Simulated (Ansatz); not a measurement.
Isolated molecules relaxed with PBE0-D4/def2-TZVP in Ansatz; ΔE leaves out vibrations. CCSD(T)/CBS is the MP2 limit (def2-TZVPP, def2-QZVPP) plus CCSD(T) − MP2 in def2-TZVPP, frozen cores. This one scheme is used for every species. Functionals use def2-TZVPP. For Ti outer-core shells are correlated without core-valence functions, which leaves a few kJ/mol of doubt a bond. Scalar relativity is left out up to krypton. One conformer a species, not always the lowest.

Consider the ligand exchange at the Si–N bond: `C[SiH2]/N=C/F` + `[SH][Ti]([Cl])([Cl])[Cl]` → `C[SiH2][S][Ti]([Cl])([Cl])[Cl]` + `N=CF`.

```json
{"species": "`C[SiH2]/N=C/F`", "CAM-B3LYP energy (Eh)": "-523.95044"}
{"species": "`[SH][Ti]([Cl])([Cl])[Cl]`", "CAM-B3LYP energy (Eh)": "-2629.23934"}
{"species": "`C[SiH2][S][Ti]([Cl])([Cl])[Cl]`", "CAM-B3LYP energy (Eh)": "-2959.29238"}
{"species": "`N=CF`", "CAM-B3LYP energy (Eh)": "-193.90066"}
```

Task: Work out ΔE.

Result: ΔE = (-2959.29238) + (-193.90066) − (-523.95044) − (-2629.23934) = -0.00326 Eh = -0.09 eV. CCSD(T)/CBS gives -0.33 eV.

Largest T1 diagnostic among the species: 0.026, so the coupled-cluster value is less sure than usual.

In def2-TZVPP, CCSD(T) changes the Hartree–Fock value by −0.24 eV (the triples alone add −0.06 eV) and MP2 by −0.30 eV. The D4 term adds −0.16 eV with B3LYP and −0.09 eV with PBE0; it sums over pairs of atoms, weighted by their polarisabilities, and B3LYP, whose exchange is more repulsive, gets the larger term.

B3LYP here is the variant with VWN-RPA as its local correlation; programs differ in this.
